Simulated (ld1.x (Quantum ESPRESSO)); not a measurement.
**antimony: one change to a TM potential, before and after**

```
Element                 : Sb (Z = 51)
Generator               : ld1.x (Quantum ESPRESSO) 7.5
Type                    : norm-conserving Troullier–Martins (Kleinman–Bylander form)
Functional              : PBE
Relativity              : scalar-relativistic
Frozen core             : [Kr] 4d10
Valence charge          : 5
Reference configuration : 5s2 5p3
Partial waves           : 5s (bound): rc 1.95 bohr; 5p (bound): rc 2.55 bohr
Local potential         : all-electron potential smoothed inside 2.35 bohr (lloc = -1)
Core correction         : Bessel-smoothed model core inside 1.80 bohr
```

All-electron outer shells of the reference configuration (PBE, scalar-relativistic, ld1.x):

```json
{"shell": "4p", "level (eV)": "-101.79", "outermost node (bohr)": "0.39", "outermost maximum (bohr)": "0.76"}
{"shell": "4d", "level (eV)": "-33.51", "outermost node (bohr)": "0.38", "outermost maximum (bohr)": "0.84"}
{"shell": "5s", "level (eV)": "-12.83", "outermost node (bohr)": "0.95", "outermost maximum (bohr)": "1.90"}
{"shell": "5p", "level (eV)": "-4.83", "outermost node (bohr)": "1.04", "outermost maximum (bohr)": "2.35"}
```

Change: all radii but the core radius scaled by about 0.80 (s 1.56, p 2.04 bohr); local potential all-electron potential smoothed inside 1.88 bohr (lloc = -1).

Cutoffs: the cutoffs (Ry, on a coarse ladder) from which the occupation-weighted sum of valence levels, in a spherical-Bessel basis at the reference potential, stays within 10 and 1 mRy of its value at 400 Ry; they do not see the model core or the augmentation charge, which bear on the density cutoff. Errors are all-electron minus pseudo energies relative to the spin-unpolarised reference configuration.

Task: What does the change do?

Result: The potential gets harder (25 Ry and 35 Ry → 35 Ry and 90 Ry); a bound ghost appears in d, s, which as a rule spoils a file; of the 7 tests that both files solve, the error grows in 0 and shrinks in 6 by more than 15 % and 0.3 meV (median size 17.9 → 6.9 meV). A smaller radius makes the pseudo-wave follow the all-electron one further in, where it bends more sharply, so more plane waves are needed. Less of the atom is replaced, so other configurations are described better.

```csv
quantity,base,changed
"cutoff, loose",25 Ry,35 Ry
"cutoff, tight",35 Ry,90 Ry
loose cutoff by channel (10 mRy a level),"s 12 Ry, p 6 Ry","s 30 Ry, p 6 Ry"
bound ghosts,none,"s, d"
"error for 5s2 5p2, meV [ΔE 8.32 eV]",-4.4,-0.6
"error for 5s2 5p1, meV [ΔE 24.28 eV]",-33,-3.4
"error for 5s2 5p0, meV [ΔE 48.70 eV]",-141,-19
"error for 5s1 5p0, meV [ΔE 92.99 eV]",-475,-104
"error for 5s1 5p3, meV [ΔE 17.05 eV]",-18,-6.9
"error for 5s2 5p2.5, meV [ΔE 3.26 eV]",-1.0,-0.3
"error for 5s1 5p4, meV [ΔE 8.11 eV]",-9.1,-9.3
```

 A true bound ghost makes a file unfit for plane-wave use even where its test errors are small: the radial tests pick states by their node count and pass the ghost by.
